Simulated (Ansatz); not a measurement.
The cluster GaSb₂⁻, relaxed as a triplet with UKS B3LYP-D4/def2-TZVPD in Ansatz, starting from the B3LYP-D4/def2-TZVPD geometry of the charge -1 singlet. Force threshold 0.02 eV/Å.

In the def2 sets Sb takes a core potential; there is no spin–orbit coupling. The highest occupied level of the charge -1 triplet lies above zero (up to 0.05 eV). It is a level of α spin, whose loss leaves a doublet; that state wasn't run at this geometry and level. The electron is either unbound and held by the finite basis, or the level is raised by self-interaction error. The relaxation made no stability test and no search for a lower SCF solution. At B3LYP-D4/def2-TZVPD a singlet of charge -1 lies 0.43 eV below the triplet, each at its own geometry. The structure comes from a short search, and lower isomers may exist.

Start:

```xyz
3

Ga    1.0384   -0.2807    1.2570
Sb    0.4177    0.8747   -1.2384
Sb   -1.4560   -0.5941   -0.0186
```

```json
{"step": "1", "energy (eV)": "-65462.0352", "largest force component (eV/Å)": "0.445", "SCF passes": "21"}
{"step": "2", "energy (eV)": "-65462.0480", "largest force component (eV/Å)": "0.282", "SCF passes": "23"}
{"step": "3", "energy (eV)": "-65462.0537", "largest force component (eV/Å)": "0.010", "SCF passes": "25"}
```

Force components are those of the run's own axes.

End:

| atom | x (Å) | y (Å) | z (Å) |
| --- | --- | --- | --- |
| Ga1 | 1.066 | -0.288 | 1.291 |
| Sb2 | 0.416 | 0.888 | -1.263 |
| Sb3 | -1.482 | -0.600 | -0.028 |

By distances, no bond broke or formed. The bond that changes most is Ga1–Sb3, from 2.82 to 2.89 Å (atoms count from 1).

No frequencies were taken in this run, so the end may be a saddle point.

Hardware: 4 threads of Intel Xeon on a shared host. Wall time 9.5 s, peak host memory 0.64 GiB.
